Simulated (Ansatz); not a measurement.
Gas-phase electronic energies from Ansatz, PBE0-D4/def2-TZVP geometries. CBS: MP2 limit from def2 TZ/QZ plus the TZ coupled-cluster correction, frozen cores. For Ge outer-core shells are correlated without core-valence functions, which leaves a few kJ/mol of doubt a bond. Scalar relativity is left out up to krypton. Each species was taken in one conformer, which may not be the lowest.

`C=[CH][GeH2][SiH3]` + `CSS` → `CSS[SiH3]` + `C=[CH][GeH3]`  (cleavage of the Si–Ge bond)

`C=[CH][GeH2][SiH3]`:

Cartesian coordinates in Å:
```
C -1.723 -0.867 -1.404
C -1.223 -0.726 -0.183
Ge 0.681 -0.655 0.191
Si 1.297 1.506 0.985
H -1.087 -0.973 -2.278
H -2.794 -0.886 -1.586
H -1.907 -0.623 0.657
H 1.436 -0.986 -1.111
H 1.046 -1.711 1.253
H 0.502 1.846 2.196
H 1.031 2.529 -0.060
H 2.741 1.547 1.340
```

`CSS`:

Cartesian coordinates in Å:
```
C -0.528 0.611 -0.537
S -0.723 -0.617 0.767
S 1.167 -0.806 1.504
H 0.084 0.225 -1.352
H -0.097 1.530 -0.142
H -1.535 0.816 -0.910
H 1.631 -1.758 0.670
```

`CSS[SiH3]`:

Z-matrix (Å, degrees):
```
C
S 1 1.800
H 1 1.089 2 110.8
H 1 1.093 2 105.9 3 -118.5
H 1 1.090 2 111.0 3 123.1
S 2 2.060 1 102.0 3 -61.1
Si 6 2.141 2 96.1 1 -91.1
H 7 1.487 6 106.9 2 177.1
H 7 1.485 6 109.9 2 58.1
H 7 1.483 6 110.4 2 -63.0
```

`C=[CH][GeH3]`:

Cartesian coordinates in Å:
```
C 0.863 -0.763 -1.077
C 0.728 -0.201 0.118
Ge -0.919 0.627 0.717
H 0.049 -0.791 -1.795
H 1.796 -1.222 -1.393
H 1.578 -0.202 0.798
H -1.444 -0.068 1.986
H -1.964 0.508 -0.405
H -0.688 2.112 1.050
```

```tsv
species	CCSD(T)/CBS(def2) energy (Eh)
`C=[CH][GeH2][SiH3]`	-2446.07543
`CSS`	-836.00794
`CSS[SiH3]`	-1126.31043
`C=[CH][GeH3]`	-2155.78858
```

Work out ΔE.

ΔE = (-1126.31043) + (-2155.78858) − (-2446.07543) − (-836.00794) = -0.01564 Eh = -0.43 eV.

Largest T1 diagnostic among the species: 0.012.

The D4 term adds −0.04 eV with B3LYP and −0.02 eV with PBE0; it sums over pairs of atoms, weighted by their polarisabilities, and B3LYP, whose exchange is more repulsive, gets the larger term.

B3LYP here is the variant with VWN-RPA as its local correlation; programs differ in this.
